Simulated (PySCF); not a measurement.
A PySCF script (with the pyscf-properties extension) for the NMR shieldings of `CN(B)CBF`, C$_{2}$H$_{8}$B$_{2}$FN, on a GFN2-xTB geometry:

```python
import basis_set_exchange as bse
import numpy as np
from pyscf import gto, dft
from pyscf.prop import nmr

atoms = """
B    -1.332397   -1.156024   -0.583189
N    -0.522533   -0.081718   -0.294260
C    -0.973020    1.128291    0.353193
C     0.911973   -0.058875   -0.550403
B     1.851079   -0.259152    0.710660
F     1.340919   -0.528371    1.889737
H    -2.471865   -1.105732   -0.315269
H    -0.870307   -2.097183   -1.109259
H    -0.462285    1.271771    1.310150
H    -2.043366    1.073418    0.531819
H    -0.764402    2.000871   -0.276873
H     1.143032   -0.860376   -1.259836
H     1.169479    0.872812   -1.076156
H     3.023015   -0.200205    0.647520
"""
names = dict.fromkeys(["B", "N", "C", "F", "H"], "pcSseg-1")
basis = {el: gto.basis.parse(bse.get_basis(n, elements=[el], fmt="nwchem")) for el, n in names.items()}
mol = gto.M(atom=atoms, basis=basis, charge=0, verbose=0)
mf = dft.RKS(mol, xc="PBE0")
mf.grids.level = 2
mf.grids.alignment = dft.numint.BLKSIZE   # the property module wants whole blocks of grid points
mf.conv_tol = 1e-9
mf.kernel()

calc = nmr.RKS(mf)   # GIAO
C = mf.mo_coeff
Co = C[:, mf.mo_occ > 0]
resp = mf.gen_response(singlet=True, hermi=2)
def vind(x):   # induced exchange potential for any number of trial vectors
    d = np.einsum("pi,xij,qj->xpq", C, 2 * x.reshape(-1, C.shape[1], Co.shape[1]), Co, optimize=True)
    return np.einsum("xpq,pi,qj->xij", resp(d - d.transpose(0, 2, 1)), C, Co, optimize=True).ravel()
mo1, _ = nmr.rhf.solve_mo1(calc, with_cphf=vind)
sigma = calc.kernel(mo1)
for i, s in enumerate(sigma):   # ppm
    print("%2d %-2s %9.2f" % (i, mol.atom_pure_symbol(i), np.trace(s) / 3))
```

Q: What are the results?

A: 
```
 0 B      63.55
 1 N     124.32
 2 C     138.66
 3 C     127.69
 4 B      43.82
 5 F     177.61
 6 H      27.09
 7 H      27.26
 8 H      28.60
 9 H      28.21
10 H      28.91
11 H      27.99
12 H      28.49
13 H      26.19
```

These numbers come from an equivalent density-fitted implementation of the same equations, which agrees with the script to about 0.01 ppm for H and up to a few tenths of a ppm for heavy atoms, so last digits may differ.

Size and cost of the density-fitted run: 142 basis functions, 28 s wall time on 1 thread of an Arm Neoverse N1, shared host; peak memory 0.69 GiB.
